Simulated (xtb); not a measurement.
Al(OH)2(PH2) (AlH₄O₂P), SMILES [OH][Al]([OH])[PH2]. All values are semi-empirical tight-binding results from xtb (GFN2-xTB unless named), good for trends rather than for accurate numbers. Coordinates come from a GFN2-xTB optimisation. The values are those of a single conformer.

Optimised geometry:

```xyz
8

Al    -0.3561     0.0462    -0.3895
O     -1.5256    -1.1139    -0.4603
H     -2.2227    -1.7483    -0.5399
O     -0.1256     1.2934    -1.4430
H     -0.0677     1.9933    -2.0765
P      1.1103    -0.0681     1.4027
H      2.2153     0.1873     0.5921
H      1.2599    -1.4477     1.2734
```

For metal compounds this method's bond lengths and energies can be far off.

Problem. Estimate the properties. (An estimate is asked for; the answer gives what the named calculation found.)

Solution. 
- point group as xtb finds it: Cs
- orbital gap: 3.76 eV
- zero-point energy: 26.6 kcal/mol
- G − E(el) at 298.15 K (modified RRHO): 7.0 kcal/mol

Problem. Give the atomic charges and the Wiberg bond orders between heavy atoms. (An estimate is asked for; the answer gives what the named calculation found.)

Solution. charges (e) Al1 0.37, O2 -0.48, H3 0.30, O4 -0.48, H5 0.30, P6 -0.10, H7 0.04, H8 0.04. Bond orders Al1–O2 1.33, Al1–O4 1.33, Al1–P6 1.08.
